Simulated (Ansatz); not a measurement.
H₂N, doublet, at a GFN2-xTB geometry; CCSD/def2-SVP (Ansatz, a quantum-chemistry and plane-wave program).

Ansatz was given this input:
Ansatz 0.2 input:
```yaml
crystal:
  periodic: [false, false, false]
  atoms:
    - {symbol: N, position_ang: [0.00669643, 0.12471327, 0.03430287]}
    - {symbol: H, position_ang: [-0.85214990, -0.39082144, -0.12434158]}
    - {symbol: H, position_ang: [0.80527491, -0.48217148, -0.11577850]}
basis:
  gaussian:
    orbitals: def2-SVP
magnetization: {spin_polarized: true, initial_magnetization: 1}
correlation: {method: ccsd, electrons: outside_noble_gas}
```

It wrote (shortened):

```
Functional definition: HF
250 factors; integrals over basis functions are off by at most 4.9e-4 eV
mean field evaluation 1: about -1510.0446 eV, gradient 1.2e1 eV
mean field evaluation 2: about -1510.0444 eV, gradient 1.2e1 eV
mean field evaluation 4: about -1510.6755 eV, gradient 1.1e0 eV
mean field evaluation 8: about -1510.6834 eV, gradient 8.3e-3 eV
mean field evaluation 16: about -1510.6832 eV, gradient 2.4e-1 eV
mean field evaluation 32: about -1508.7704 eV, gradient 2.1e-1 eV
mean field -1510.68337081 eV, -55.5165898991 hartree, gradient 1.7e-6 eV, S^2 0.757567; 2 other end points of the search recorded, 0 dependent functions left out
determinant -1510.68337081 eV, -55.5165898991 hartree, with singles and doubles -1515.07564178 eV, -55.6780028804 hartree
determinant -1508.77090067 eV, -55.4463079178 hartree, with singles and doubles -1513.17117584 eV, -55.6080150478 hartree
1 core orbitals not correlated
reference -1510.68337081 eV, -55.5165898991 hartree; 4, 3 occupied and 19, 20 virtual orbitals, 250 factors
second order -3.88164080 eV of doubles, -0.00000000 eV of singles
cycle   1  -4.39231433 eV  change   -4.3e-5 eV  update   1.9e-4
cycle   2  -4.39235730 eV  change   -4.3e-5 eV  update   1.2e-4
cycle   3  -4.39235010 eV  change    7.2e-6 eV  update   3.8e-5
cycle   4  -4.39235012 eV  change   -2.5e-8 eV  update   1.5e-5
cycle   5  -4.39236578 eV  change   -1.6e-5 eV  update   4.0e-6
cycle   6  -4.39236584 eV  change   -6.6e-8 eV  update   8.6e-7
Total energy: -1515.07573665 eV, -55.6780063666 hartree
```
